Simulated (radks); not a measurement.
The numbers below are computed, except where a source is named.
Problem. The lead ion Pb4+, [Xe] 4f14 5d10. Level of theory: non-relativistic Kohn-Sham, exchange-only B88, spin-polarised, spherical densities, point nucleus (a radial shooting solver on a logarithmic mesh with Libxc functionals). Every spin shell is full or empty, so the densities are truly spherical. Functionals are evaluated on that one density, not self-consistently. Rank these orbital-free kinetic functionals by their error against the exact value of the orbitals, and give that value: Thomas-Fermi, von Weizsacker, TF + vW/9, TF + vW/5, APBEK, revAPBEK, Thakkar, Pearson, PG1, DePristo-Kress, Ernzerhof.

Solution. Exact: 19521.1 hartree. From best to worst, with 100 (|E| - |E exact|)/|E exact| (equal figures are ties): APBEK +0.05, revAPBEK +0.18, DePristo-Kress -0.19, Ernzerhof -0.47, TF + vW/9 -0.67, Thakkar -0.78, Pearson -0.83, TF + vW/5 +2.45, Thomas-Fermi -4.58, PG1 +12.29, von Weizsacker -64.89.
